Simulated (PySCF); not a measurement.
Structure elucidation problem

Molecular formula: C7H13OPSi. Simulated spectra:

$^{1}$H NMR (400 MHz, computed): δ 7.81 (m, 1H), 2.84 (m, 3H), 0.27 (s, 9H).

$^{13}$C{$^{1}$H} NMR (computed): δ 207.8, 155.3, 143.5, 21.6, 0.7.

- PBE0/pcSseg-1 with gauge-including orbitals
- geometry: GFN2-xTB
- run in PySCF 2.14.0 with density-fitted response routines
- one computed conformer, equivalent nuclei averaged, in vacuum, non-relativistic

References, each an isolated molecule treated in the same way: $^{1}$H, $^{13}$C vs TMS.

Deduce the structure.

## Answers


- 5 carbon signals for 7 carbons: some carbons are equivalent by symmetry or fast rotation.
- Carbon types of the structure: 2 × C, 1 × CH, 4 × CH3, which accounts for all hydrogens.
- δC 207.8: substituted aromatic carbon next to the ring oxygen.
- δC 155.3: aromatic CH next to the ring oxygen.
- δC 143.5: substituted aromatic carbon.
- δC 21.6: methyl carbon on an aromatic ring; a saturated carbon with 1 carbon neighbour and no heteroatom attached.
- δC 0.7: methyl carbon bonded to Si; an electropositive neighbour leaves it electron-rich and shielded.
- δH 7.81: hydrogen on an aromatic CH next to the ring oxygen; it sits in the deshielding region of the aromatic ring current.
- δH 0.27: hydrogen on a methyl carbon bonded to Si; an electropositive neighbour shields it, as in TMS itself.

These data were computed for `Cc1occ([Si](C)(C)C)p1`.

This is the structure that produced the data.

Splittings by $^{31}$P in the carbon and heteronuclear signals aren't shown, as no couplings were computed. Shifts are as computed. Against solution values, carbons near 30 ppm lie about +3 ppm off and those near 130 ppm about +5 ppm. Of 1211 compounds with measured shifts, 218 miss one by over three times the rms of a fit or turn the order of signals round; such compounds aren't used in these exercises. No couplings were computed; multiplicities are counted from neighbouring protons, with m where these are inequivalent, close in shift, in a saturated or five-membered ring or joined by F or P, and br s for small geminal =CH2 splittings.
